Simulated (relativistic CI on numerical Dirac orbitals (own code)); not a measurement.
# Level scheme of Xe LI

Computed by Dirac-Coulomb-Breit CI, separate exchange-only KLI orbitals for each configuration, model QED (radiative potential, 1s self-energy scaled to tabulated hydrogen-like ionisation energies), unscaled Slater integrals (own radial code, finite nucleus).

Configurations in the expansion (outside the closed core 1s2): 2s², 2s2p, 2p², 2p3s, 2p3p, 2s3s, 2s3p, 2s3d, 2s4s, 2s4p, 2s4d, 2s4f, 3s², 3s3p, 3p². Levels of other configurations are missing.

| No. | Configuration | Term | J | E (Ry) | % | Next component (%) | Lifetime (s) |
| --- | --- | --- | --- | --- | --- | --- | --- |
| 1 | 2s² | ¹S | 0 | 0.000 | 98 | 2 2p² ¹S |  |
| 2 | 2s2p | ³P° | 0 | 7.691 | 100 |  |  |
| 3 | 2s2p | ³P° | 1 | 9.394 | 76 | 24 ¹P° | 4.71e-10 |
| 4 | 2p² | ³P | 0 | 22.258 | 71 | 27 ¹S | 2.44e-11 |
| 5 | 2s2p | ³P° | 2 | 34.523 | 100 |  | 4.75e-09 |
| 6 | 2s2p | ¹P° | 1 | 39.277 | 76 | 24 ³P° | 1.45e-12 |
| 7 | 2p² | ³P | 1 | 46.955 | 100 |  | 1.91e-12 |
| 8 | 2p² | ¹D | 2 | 48.115 | 63 | 37 ³P | 2.30e-12 |
| 9 | 2p² | ³P | 2 | 74.463 | 63 | 37 ¹D | 1.10e-12 |
| 10 | 2p² | ¹S | 0 | 78.063 | 71 | 29 ³P | 8.43e-13 |
| 11 | 2s3s | ³S | 1 | 397.678 | 100 |  | 1.24e-14 |
| 12 | 2s3s | ¹S | 0 | 399.263 | 99 | 1 2p3p ¹S | 2.04e-14 |
| 13 | 2s3p | ³P° | 0 | 401.440 | 100 |  | 1.72e-12 |
| 14 | 2s3p | ³P° | 1 | 401.509 | 67 | 32 ¹P° | 8.84e-15 |
| 15 | 2p3s | ³P° | 1 | 407.106 | 53 | 28 ¹P° | 1.25e-14 |
| 16 | 2p3s | ³P° | 0 | 407.463 | 100 |  | 2.05e-14 |
| 17 | 2s3p | ³P° | 2 | 409.326 | 100 |  | 1.78e-12 |
| 18 | 2p3p | ³D | 1 | 409.480 | 62 | 18 ¹P | 2.41e-15 |
| 19 | 2s3p | ¹P° | 1 | 410.182 | 58 | 24 ³P° | 5.51e-15 |
| 20 | 2s3d | ³D | 2 | 411.403 | 81 | 18 ¹D | 1.96e-15 |
| 21 | 2s3d | ³D | 1 | 411.428 | 83 | 12 2p3p ³D | 3.99e-15 |
| 22 | 2p3p | ³P | 0 | 412.281 | 69 | 29 ¹S | 5.35e-15 |
| 23 | 2s3d | ³D | 3 | 413.372 | 100 |  | 2.12e-15 |
| 24 | 2s3d | ¹D | 2 | 414.320 | 80 | 17 ³D | 2.36e-15 |
| 25 | 2p3p | ³P | 1 | 418.671 | 47 | 30 ³S | 7.25e-15 |
| 26 | 2p3p | ³D | 2 | 418.834 | 54 | 28 ¹D | 6.78e-15 |
| 27 | 2p3s | ³P° | 2 | 434.720 | 100 |  | 2.28e-14 |
| 28 | 2p3s | ¹P° | 1 | 435.295 | 68 | 32 ³P° | 1.30e-14 |
| 29 | 2p3p | ³P | 1 | 438.049 | 53 | 25 ³S | 5.82e-15 |
| 30 | 2p3p | ³D | 2 | 438.207 | 45 | 34 ¹D | 5.64e-15 |

Energies count from the lowest computed level; ° marks odd parity; lifetimes are radiative, by E1, M1, E2, M2 decay to levels of this space only; some are left blank where a channel outside the calculation adds to the decay or the decay crosses a small, uncertain gap.

The mean weight of the leading LS term, summed over parents, in these 30 levels is 78 %, and that of the leading jj configuration (from the same eigenvectors) 97 %, so jj coupling describes them better and the LS labels are nominal.

At this charge energies of transitions that change n are usually good to better than 1 %, and those within a shell (Δn = 0) to a few per cent.

LS names give the leading component of a level, which can be under half, so a name can repeat, a term be missing and a line seem to break the LS rules.
